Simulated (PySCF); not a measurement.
SbBr2, SMILES [Br][Sb+][Br] (connectivity only; charge and spin as stated), charge +1, multiplicity 1.

Coordinates come from a r2SCAN-D4/def2-SVP optimisation. The spin state was assumed, not searched. The isomer is the one that the SMILES or the coordinates give; other isomers of the formula were not compared. The def2 effective core potentials stand for the cores of Sb; spin–orbit coupling is left out.

Two levels are set side by side: PBE/def2-TZVPD (PySCF) and M06-2X/def2-TZVPD (PySCF). Same geometry, gas phase. Differences are taken from unrounded values.

```json
[
 {"quantity": "orbital gap (eV)", "PBE": "2.15"},
 {"quantity": "highest occupied level (eV)", "PBE": "-12.70"},
 {"quantity": "lowest empty level (eV)", "PBE": "-10.55"},
 {"quantity": "mean polarisability (bohr³)", "PBE": "78.2"}
]
```

### Question
These are the PBE values. What does M06-2X give? (The exact figures need the calculation; the answer reports its results.)

### Answer

```json
[
 {"quantity": "orbital gap (eV)", "M06-2X": "6.04", "PBE minus M06-2X": "-3.89"},
 {"quantity": "highest occupied level (eV)", "M06-2X": "-15.06", "PBE minus M06-2X": "2.36"},
 {"quantity": "lowest empty level (eV)", "M06-2X": "-9.02", "PBE minus M06-2X": "-1.53"},
 {"quantity": "mean polarisability (bohr³)", "M06-2X": "75.9", "PBE minus M06-2X": "2.3"}
]
```

PBE's occupied levels lie high since its potential decays too fast outside the molecule; exact exchange lowers them and widens the gap. Differences between two approximate levels are no errors against the true value.

Rough cost on one machine, each run with all the roots and properties that it gave: M06-2X against PBE about 2 times.
